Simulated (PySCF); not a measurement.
Ga(Me)(NH2) (CH5GaN), SMILES [CH3][Ga][NH2], multiplicity 2. Atoms are numbered in the order given.

```xyz
8

Ga     0.1340     0.1926     0.3126
C     -0.5531     1.0439    -1.3566
H     -1.4182     1.6832    -1.1259
H     -0.8560     0.2641    -2.0732
H      0.2276     1.6726    -1.8099
N      0.1347    -1.6343     0.3804
H     -0.1899    -2.2325    -0.3734
H      0.4572    -2.1802     1.1703
```
Charge 0, spin multiplicity 2.

Geometry optimised at PBE0-D3(BJ)/def2-SVP. The spin state was assumed, not searched. The isomer is the one that the SMILES or the coordinates give; other isomers of the formula were not compared. The values are those of a single conformer.

Method: M06-2X/def2-TZVPD in PySCF.

Mulliken values depend strongly on the basis, most of all with diffuse functions as here. ESP charges are fitted to the potential on shells at 1.4 to 2.0 van der Waals radii. Atomic charges (e):

```tsv
atom	meta-Löwdin	Mulliken	ESP fit	Mulliken spin
Ga1	0.45	0.29	…	0.76
C2	-0.58	-1.05	…	0.24
H3	0.13	0.28	0.02	-0.03
H4	0.12	0.26	0.07	-0.02
H5	0.13	0.28	0.02	-0.03
N6	-0.69	-0.59	-0.75	0.07
H7	0.22	0.28	…	0.01
H8	0.22	0.26	…	0.00
```

**Question.** What belongs in the gaps? (The exact figures need the calculation; the answer reports its results.)

**Answer.** 
- Ga1, ESP fit: 0.19
- C2, ESP fit: -0.11
- H7, ESP fit: 0.30
- H8, ESP fit: 0.27
